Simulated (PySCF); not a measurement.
H₂F₃NSi (SMILES N[Si](F)(F)F), singlet, at a GFN2-xTB geometry.

Here is a job for PySCF.
```python
from pyscf import gto, scf, mcscf
import numpy

mol = gto.M(
    atom='''
N     1.667666   -0.283865   -0.127330
Si    0.007504   -0.002494    0.005089
F    -0.794201   -0.986292   -0.937160
F    -0.332927    1.485326   -0.405909
F    -0.669203   -0.182628    1.430723
H     2.044462   -1.214791   -0.156781
H     2.343796    0.389115    0.187964
''',
    basis='6-31g',
    charge=0,
    spin=0,
    verbose=4,
)

mf = scf.RHF(mol)
mf.kernel()
mc = mcscf.CASSCF(mf, 4, 6)
mc.kernel()
occ = numpy.linalg.eigvalsh(mc.fcisolver.make_rdm1(mc.ci, mc.ncas, mc.nelecas))[::-1]
ss = mc.fcisolver.spin_square(mc.ci, mc.ncas, mc.nelecas)[0]
print('natural occupations', occ.round(4), ' <S^2>', round(ss, 4))
```

Task: What does this run give for the nuclear repulsion energy, total energy, SCF-reference dipole moment, number of basis functions, SCF-reference Mulliken (on the basis functions themselves) charges in atom order, SCF-reference HOMO energy?

Result: 
```
Property                                                                                                                                      Result
--------------------------------------------------------------------------------  ------------------------------------------------------------------
nuclear repulsion energy                                                                                                                 267.3351 Eh
total energy                                                                                                                            -642.9131 Eh
SCF-reference dipole moment                                                                                                                   4.19 D
number of basis functions                                                                                                                         53
SCF-reference Mulliken (on the basis functions themselves) charges in atom order  N1 -1.19, Si2 2.10, F3 -0.57, F4 -0.57, F5 -0.57, H6 0.40, H7 0.40
SCF-reference HOMO energy                                                                                                                  -13.10 eV
```
